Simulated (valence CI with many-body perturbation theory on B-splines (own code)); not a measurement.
Results of a calculation; reference values are marked as such.
Os69+ in three bases

Method: configuration interaction combined with many-body perturbation theory (CI+MBPT): five valence electrons over a frozen Dirac-Fock core [He], radial functions for each j: 9 s, 9 p, 8 d, 6 f, 3 g, 1 h, with the one-electron correlation potential Σ1, the two-electron term Σ2, the three-electron term Σ3, Breit, model QED; selected CI, second order for the rest, scaled by the run's own slope (own B-spline code, finite nucleus).

No measured spectrum was set against this ion. As an estimate, large intervals hold to a few tenths of a per cent, small ones and those within an open d or f shell to about a per cent. Among the levels kept, up to 4000 cm⁻¹ of a level comes from second order outside the variational space, and about a tenth of that is noise between levels of different J, which matters for small intervals.

The reference run has the lowest level (2s^2 2p1/2^2 2p3/2) J=3/2 and an ionisation energy of 17620.9 eV. Its largest variational space holds 20000 state functions.

Levels are named by their leading jj configuration (3d3/2^4 stands for four electrons in 3d with j = 3/2), which in mixed levels can hold well under half, so a name can repeat and another be missing. Letters in brackets count levels of one name in rising energy.

Changed runs:
A. basis 6 s, 6 p, 5 d, 3 f, 1 g
B. basis 5 s, 5 p, 4 d, 2 f

Excitation energies of the reference run in Ry, and shifts in cm⁻¹:

| Level | Reference | A | B |
| --- | --- | --- | --- |
| (2s^2 2p1/2 2p3/2^2) J=3/2 | 115.58 | +89 | -222 |
| (2s^2 2p1/2 2p3/2^2) J=5/2 | 117.27 | +280 | +261 |
| (2s^2 2p1/2 2p3/2^2) J=1/2 | 121.33 | +111 | +181 |
| (2s 2p1/2^2 2p3/2^2) J=5/2 | 142.15 | -194 | -588 |
| (2s 2p1/2^2 2p3/2^2) J=1/2 | 150.26 | -276 | -362 |
| (2s 2p1/2^2 2p3/2^2) J=3/2 | 150.35 | -99 | -97 |
| (2s^2 2p3/2^3) J=3/2 | 237.18 | +198 | +12 |
| (2s 2p1/2 2p3/2^3) J=3/2 [a] | 259.85 | -235 | -797 |
| (2s 2p1/2 2p3/2^3) J=5/2 | 262.92 | +56 | -186 |
| (2s 2p1/2 2p3/2^3) J=1/2 | 267.97 | -58 | -263 |
| (2s 2p1/2 2p3/2^3) J=3/2 [b] | 268.54 | +62 | +48 |
| (2p1/2^2 2p3/2^3) J=3/2 | 297.85 | -460 | -691 |
| Ionisation energy (eV) | 17620.9 | -0.0032 | -0.099 |
